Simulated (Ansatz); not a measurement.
Reaction (ligand exchange at the Si–N bond): `N[SiH](Cl)N[SiH3]` + HCl → `N[SiH](Cl)Cl` + `N[SiH3]`

Isolated molecules relaxed with PBE0-D4/def2-TZVP in Ansatz; ΔE leaves out vibrations. CCSD(T)/CBS is the MP2 limit (def2-TZVPP, def2-QZVPP) plus CCSD(T) − MP2 in def2-TZVPP, frozen cores. This one scheme is used for every species. One conformer a species, not always the lowest.

| species | HF/def2-QZVPP energy (Eh) |
| --- | --- |
| `N[SiH](Cl)N[SiH3]` | -1150.61776 |
| HCl | -460.11222 |
| `N[SiH](Cl)Cl` | -1264.37680 |
| `N[SiH3]` | -346.36300 |

Work out ΔE.

ΔE = (-1264.37680) + (-346.36300) − (-1150.61776) − (-460.11222) = -0.00982 Eh = -6.2 kcal/mol. CCSD(T)/CBS gives -4.5 kcal/mol.

Largest T1 diagnostic among the species: 0.010.

The D4 term adds +2.1 kcal/mol with B3LYP and +1.3 kcal/mol with PBE0; it sums over pairs of atoms, weighted by their polarisabilities, and B3LYP, whose exchange is more repulsive, gets the larger term. In def2-TZVPP, CCSD(T) changes the Hartree–Fock value by +2.6 kcal/mol (the triples alone add +0.2 kcal/mol) and MP2 by +1.9 kcal/mol.

B3LYP here is the variant with VWN-RPA as its local correlation; programs differ in this.
